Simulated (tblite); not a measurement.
C4H10AlBrO.
Bonds: C1–C2, C2–C3, C3–O4, O4–Al5, Al5–C6, Al5–Br7. Hydrogens: H8, H9, H10 on C1; H11, H12 on C2; H13, H14 on C3; H15, H16, H17 on C6.

Computed with GFN2-xTB (tblite), gas phase: L-BFGS steps from a force-field or distance-geometry start until the largest atomic force falls under 0.01 eV/Å.

Step 9: E = -625.5223 eV
```
atom  x, y, z in Å  |  force x, y, z in eV/Å
C1     -2.7504   -0.2257    0.1728    0.119   0.061   0.060
C2     -1.6726    0.8623    0.2517    0.026  -0.043  -0.086
C3     -0.2867    0.2433    0.3955    0.009   0.035   0.039
O4      0.7367    1.2340    0.4759   -0.031  -0.190  -0.078
Al5     2.3490    0.7925    0.3652    0.085   0.076   0.208
C6      2.6146   -1.1810    0.2960    0.058   0.131  -0.165
Br7     4.0229    2.3027    0.2818   -0.165  -0.034   0.007
H8     -3.6397    0.1557   -0.3140   -0.094   0.076  -0.004
H9     -3.0302   -0.5822    1.1603    0.053   0.061   0.070
H10    -2.4020   -1.0889   -0.3896    0.070   0.070  -0.110
H11    -1.6755    1.4762   -0.6548   -0.040  -0.093   0.055
H12    -1.8565    1.5272    1.0965   -0.041  -0.014   0.002
H13    -0.0811   -0.3906   -0.4780   -0.162  -0.026   0.125
H14    -0.2311   -0.3867    1.2943   -0.143   0.083  -0.120
H15     2.1756   -1.7466    1.1223    0.127   0.117   0.003
H16     3.6495   -1.4834    0.1623    0.096  -0.153   0.072
H17     2.0704   -1.4967   -0.5987    0.033  -0.158  -0.079
```

Step 10: E = -625.5344 eV
```
atom  x, y, z in Å  |  force x, y, z in eV/Å
C1     -2.7496   -0.2226    0.1735    0.048   0.048   0.023
C2     -1.6772    0.8673    0.2500    0.093   0.005  -0.015
C3     -0.2944    0.2416    0.3983   -0.001   0.009  -0.009
O4      0.7389    1.2189    0.4764    0.021  -0.164  -0.067
Al5     2.3576    0.7982    0.3557   -0.027  -0.140   0.228
C6      2.6241   -1.1881    0.2882    0.065   0.198  -0.095
Br7     4.0210    2.3136    0.2884   -0.117   0.018  -0.001
H8     -3.6455    0.1519   -0.3083   -0.074   0.087   0.000
H9     -3.0233   -0.5815    1.1617    0.060   0.044   0.066
H10    -2.3975   -1.0805   -0.3952    0.054   0.061  -0.087
H11    -1.6746    1.4817   -0.6546   -0.058  -0.088   0.008
H12    -1.8593    1.5350    1.0938   -0.051  -0.032  -0.003
H13    -0.0953   -0.3963   -0.4729   -0.143  -0.034   0.094
H14    -0.2503   -0.3917    1.2941   -0.108   0.096  -0.069
H15     2.1808   -1.7395    1.1288    0.182   0.182  -0.151
H16     3.6653   -1.4907    0.1676   -0.084  -0.138   0.039
H17     2.0725   -1.5053   -0.6059    0.138  -0.153   0.040
```

Step 11: E = -625.5468 eV
```
atom  x, y, z in Å  |  force x, y, z in eV/Å
C1     -2.7484   -0.2187    0.1743   -0.042   0.023  -0.022
C2     -1.6805    0.8724    0.2483    0.099   0.054   0.056
C3     -0.3023    0.2402    0.4008   -0.026  -0.022  -0.054
O4      0.7417    1.2009    0.4754    0.074  -0.103  -0.044
Al5     2.3657    0.8019    0.3511   -0.110  -0.303   0.212
C6      2.6349   -1.1918    0.2784    0.080   0.196  -0.020
Br7     4.0164    2.3246    0.2950   -0.068   0.071  -0.003
H8     -3.6520    0.1497   -0.3022   -0.016   0.083   0.025
H9     -3.0151   -0.5798    1.1643    0.070   0.026   0.033
H10    -2.3920   -1.0706   -0.4025    0.021   0.062  -0.046
H11    -1.6748    1.4853   -0.6545   -0.064  -0.056  -0.059
H12    -1.8630    1.5420    1.0910   -0.051  -0.035  -0.001
H13    -0.1124   -0.4029   -0.4661   -0.108  -0.062   0.026
H14    -0.2717   -0.3949    1.2927   -0.067   0.079   0.025
H15     2.1897   -1.7287    1.1324    0.197   0.221  -0.251
H16     3.6796   -1.5007    0.1736   -0.209  -0.106  -0.009
H17     2.0773   -1.5169   -0.6126    0.222  -0.128   0.132
```

Step 12: E = -625.5648 eV
```
atom  x, y, z in Å  |  force x, y, z in eV/Å
C1     -2.7473   -0.2121    0.1751   -0.138  -0.006  -0.067
C2     -1.6843    0.8812    0.2465    0.050   0.101   0.113
C3     -0.3146    0.2376    0.4039   -0.052  -0.060  -0.090
O4      0.7477    1.1712    0.4735    0.110  -0.019  -0.009
Al5     2.3768    0.8020    0.3470   -0.154  -0.402   0.167
C6      2.6528   -1.1931    0.2636    0.103   0.124   0.061
Br7     4.0074    2.3423    0.3053   -0.042   0.104   0.000
H8     -3.6624    0.1480   -0.2924    0.071   0.076   0.063
H9     -3.0013   -0.5770    1.1685    0.077   0.001  -0.028
H10    -2.3834   -1.0544   -0.4141   -0.040   0.066   0.015
H11    -1.6763    1.4901   -0.6554   -0.064  -0.005  -0.142
H12    -1.8697    1.5524    1.0868   -0.042  -0.024   0.013
H13    -0.1403   -0.4143   -0.4557   -0.053  -0.103  -0.080
H14    -0.3054   -0.3984    1.2914   -0.004   0.047   0.158
H15     2.2067   -1.7083    1.1330    0.162   0.227  -0.293
H16     3.6971   -1.5180    0.1822   -0.276  -0.052  -0.084
H17     2.0894   -1.5371   -0.6196    0.292  -0.075   0.202
```

Task: Estimate the geometry and energy of step 13. (The exact step hangs on the optimiser's Hessian estimate; all steps are aligned on step 12, rigid shifts and turns removed.)

Result: E = -625.5850 eV, largest force 0.380 eV/Å
```
atom  x, y, z in Å  |  force x, y, z in eV/Å
C1     -2.7475   -0.2037    0.1754   -0.172  -0.014  -0.080
C2     -1.6885    0.8931    0.2450   -0.027   0.112   0.105
C3     -0.3296    0.2335    0.4068   -0.056  -0.090  -0.088
O4      0.7565    1.1341    0.4714    0.079   0.034   0.021
Al5     2.3887    0.7954    0.3437   -0.119  -0.345   0.106
C6      2.6761   -1.1912    0.2472    0.125  -0.005   0.096
Br7     3.9947    2.3644    0.3180   -0.072   0.078   0.005
H8     -3.6744    0.1474   -0.2800    0.138   0.075   0.090
H9     -2.9832   -0.5742    1.1727    0.067  -0.024  -0.092
H10    -2.3742   -1.0340   -0.4274   -0.113   0.059   0.067
H11    -1.6792    1.4959   -0.6586   -0.055   0.040  -0.189
H12    -1.8785    1.5651    1.0825   -0.024   0.000   0.033
H13    -0.1747   -0.4298   -0.4451    0.004  -0.123  -0.161
H14    -0.3459   -0.4013    1.2925    0.066   0.030   0.255
H15     2.2296   -1.6806    1.1286    0.067   0.178  -0.217
H16     3.7129   -1.5397    0.1902   -0.213   0.002  -0.155
H17     2.1102   -1.5625   -0.6235    0.303  -0.008   0.206
```

The energy changes by -0.0202 eV. The first-order estimate −F·Δx gives -0.0279 eV and the mean of the old and new forces, exact on a quadratic surface, -0.0203 eV. The step makes an angle of 73° with the force vector and moves no atom by more than 0.041 Å.

The cost below is that of the whole relaxation. On one thread of an Arm Neoverse N1, shared host with 64 logical CPUs at a one-minute load of 61, this took 1.6 s.
